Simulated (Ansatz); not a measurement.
Species: C₄H₂BrSe, charge 0, multiplicity 2. It need not be the lowest isomer of its formula. 
Coordinates optimised at B3LYP-D3(BJ)/def2-TZVP (Ansatz, a first-principles code):
```
C
C 1 1.3570
H 2 1.0773 1 127.74
C 1 1.4109 2 113.41 3 180.00
C 4 1.3300 1 120.20 2 0.00
H 5 1.0763 4 131.55 1 180.00
Se 2 1.8759 3 121.19 1 180.00
Br 1 1.8947 2 124.05 3 0.00
```
Charge 0, spin multiplicity 2.

Wanted: atomisation energy (electronic, to ground-state atoms), in kcal/mol. Cores are frozen in the correlated levels unless marked. Open shells are spin-unrestricted. No spin-orbit coupling. Frozen are the shells of the preceding noble gas and the d and f shells that filled before the atom's block. No relativistic terms. The coupled-cluster limit lacks core correlation, which all-electron functionals hold. CBS marks a two-point X^-3 extrapolation of the correlation energy; Hartree-Fock from the larger set.

The UHF reference is spin-contaminated (<S^2> 0.44 over the pure value in the largest basis). 

```csv
level,program,atomisation energy (kcal/mol)
PBE-D3(BJ)/def2-TZVPD,Ansatz + dftd3,(withheld)
HSE06-D4/def2-TZVPD,Ansatz + dftd4,809.4
B2GP-PLYP/def2-TZVPD,Ansatz,774.4
SCS-MP2/cc-pVQZ,Ansatz,766.7
"CCSD(T)/CBS(cc-pVTZ,cc-pVQZ)",Ansatz,(withheld)
```

### Question
What belongs in the gaps?

### Answer

- PBE-D3(BJ)/def2-TZVPD, atomisation energy (kcal/mol): 834.9
- CCSD(T)/CBS(cc-pVTZ,cc-pVQZ), atomisation energy (kcal/mol): 781.5
